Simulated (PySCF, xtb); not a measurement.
C₄H₄O, SMILES c1cocc1.

xtb with GFN2-xTB at its own geometry gives an orbital gap of 4.95 eV and a dipole moment of 0.39 D.

Geometry optimised at r2SCAN-D4/def2-SVP.

Question: What does PySCF with ωB97X/def2-TZVP give? (The exact figures need the calculation; the answer reports its results.)

Answer: gap 11.30 eV (levels -8.91 and 2.39 eV), dipole 0.58 D.
